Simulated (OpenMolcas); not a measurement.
## Cr2+: moving the ligands

Cr2+ with 4 ligands (oxide) in tetrahedral coordination (Td) at 2.05 Å. A charge of +1.5 e stands 2.4 Å behind each ligand. Ligand basis ANO-RCC-VDZP.

- Program: OpenMolcas
- Method: CASSCF
- Basis: ANO-RCC-VTZP [6s5p3d2f1g]
- Scalar Hamiltonian: DKH2, point nucleus
- Active space: 4 electrons in 5 orbitals (3d)
- State averaging: 2S+1 = 5 even, 5 roots; 2S+1 = 3 even, 45 roots; 2S+1 = 1 even, 50 roots
- Spin-orbit coupling: state interaction with AMFI integrals over the reference wave functions

Runs around this geometry, states (labels of Td). Energies in cm-1 above the lowest state or level, χT in cm3 K/mol; under a threefold ground state the first gap can be a small split of the lowest multiplet, not the spin-orbit step.

```tsv
R (Å)	Ground state	First state of that spin	First gap with spin-orbit (degeneracies)	χT at 300 K	First state of another spin
1.95	5T2	5E 2934	16.7 (1, 3)	2.652	3T1 17790
2.05	5T2	5E 2577	18.6 (1, 3)	2.625	3T1 17967
2.16	5T2	5E 2177	21.1 (1, 3)	2.597	3T1 18264
```

Taking the first state of the same spin as R^-n, n = -ln(2177 / 2934) / ln(2.16 / 1.95) = 2.9 between the shortest and longest distance.

An orbital triplet at a regular site is open to Jahn-Teller coupling, which can distort the site and quench the lowest spin-orbit gaps and is left out. Without dynamic correlation the repulsion within the d shell is too large (B by tens of per cent), so at a given field states of lower spin stand too high. The oxide ions are held by bare point charges, a crude embedding. Ligand-to-metal charge-transfer states are missing. With no ligand orbital active B as a rule stays too high, so bands that hang on it stand too high and its fall with covalency is understated. With metal d orbitals alone and no dynamic correlation the field as a rule comes out too small, by tens of per cent, by up to half for chloride and softer ligands. No measured value stands beside these numbers; the geometry was imposed, not optimised, and the real ion may take another.
